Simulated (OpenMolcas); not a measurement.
Ru⁺.

```yaml
Program: OpenMolcas 26.06
Basis: ANO-R2 [7s5p4d2f1g]
Scalar_Hamiltonian: X2C, finite nucleus
Active_space: 7 electrons in 6 orbitals (4d 5s)
State_averaging: 2S+1 = 4 even, 50 roots; 2S+1 = 6 even, 6 roots kept (CI in the orbitals of an earlier block); 2S+1 = 2 even, 105 roots kept (CI in the orbitals of an earlier block)
Spin-orbit_coupling: RASSI with atomic mean-field integrals over the reference wave functions, term energies averaged over their components
```

Two sets of levels on these reference wave functions, in cm-1 above 4d7 4F 9/2: one from CASSCF and one from MS-CASPT2, IPEA 0.25 Eh, imaginary shift 0.1 Eh (closed shells correlated: 4s 4p).

```
               Level  Set 1  Set 2
   4d7 4F 9/2 [68 %]    0.0    0.0
4d6 5s 6D 9/2 [68 %]   6220    505
       4d6 5s 6D 7/2   7180   1247
          4d7 4F 7/2   1636   1802
       4d6 5s 6D 5/2   7910   1948
       4d6 5s 6D 3/2   8390   2410
4d6 5s 6D 1/2 [57 %]   8820   2680
          4d7 4F 5/2   2690   2830
          4d7 4F 3/2   3350   3500
          4d7 4P 5/2   7200  10990
          4d7 4P 3/2   7510  11600
   4d7 4P 1/2 [55 %]   8230  12580
          4d7 2G 9/2  11150  13680
    4d6 5s 4D 7/2(1)  16230  14370
          4d7 2G 7/2  12600  15130
    4d6 5s 4D 5/2(1)  17410  15510
```

Which set is which?

Set 1 is MS-CASPT2. Its levels of the other terms of 4d7 lie at 0.65 to 0.83 of the other set's values, as expected, since terms of lower spin or lower L gain more correlation energy than the Hund ground term. Against 11 measured levels (NIST Handbook of Basic Atomic Spectroscopic Data) the mean absolute deviation is 1700 cm-1 with it and 4900 cm-1 without; single levels miss by up to 3000 cm-1 with it.

Term energies are means over components that CASPT2 splits; among the terms shown or strongly mixed into the levels shown the widest spread is 1500 cm-1 (4d7 4F, MS-CASPT2). Over all roots computed the reference weight is 0.86 to 0.91 in MS-CASPT2; the roots of lowest weight are the least certain, and an intruder state may touch them. Some levels mix across a computed gap that differs much from the measured one, so their mixing is not that of the real levels. Terms from blocks run as CI alone lack orbitals of their own. Configurations are named by rounded mean occupations; where the s occupation lies near a half they are strongly mixed, a name can repeat and a true partner stay unpaired. A single d shell beside an s shell can misplace configurations of different d count against each other. Without dynamic correlation excited terms often stand tens of per cent too high (terms of higher spin than the ground term too low), and those without a measured partner can miss by more than the paired ones (holds for CASSCF). The lowest spin-free term belongs to 4d6 5s, not to the configuration of the lowest level (holds for CASSCF). Blocks of more than 70 roots (2S+1 = 2 even) ran without multistate coupling (holds for MS-CASPT2). Measured partners are found by configuration, term and J. A level has none where our copy of the source lacks it or the pairing is in doubt (some pairs that miss far off the trend of their configuration count as doubtful), and it then counts in no deviation. Levels of configurations outside the active space are missing. The table leaves out levels that lie high or whose names do not pair safely across all columns.

A share in square brackets marks a mixed level and gives the weight of the term that names it, the lowest over the columns. A number in round brackets counts repeated terms of one configuration in the order of the reference energies.
